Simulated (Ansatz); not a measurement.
Consider the redistribution: `[SiH3][SnH3]` + `O[SiH2][SiH2][GeH3]` → `O[SiH2][SiH2][SnH3]` + `[SiH3][GeH3]`.

Program: Ansatz. Geometries: PBE0-D4/def2-TZVP. ΔE: electronic, gas phase. CBS: MP2 limit from def2 TZ/QZ plus the TZ coupled-cluster correction, frozen cores. Functionals use def2-TZVPP. Elements past krypton have def2 core potentials. For Ge, Sn outer-core shells are correlated without core-valence functions, which leaves a few kJ/mol of doubt a bond. Scalar relativity is left out up to krypton. One conformer a species, not always the lowest.

```csv
level,ΔE (kJ/mol)
PBE-D4,-3.5
PBE,-2.5
```

Q: What does CCSD(T)/CBS give? (Best estimate.)

A: Ansatz gave: -2.9 kJ/mol. The listed levels differ from it by -0.6, 0.4 kJ/mol.

Largest T1 diagnostic among the species: 0.013.

In def2-TZVPP, CCSD(T) changes the Hartree–Fock value by −4.8 kJ/mol (the triples alone add −1.1 kJ/mol) and MP2 by −5.3 kJ/mol.
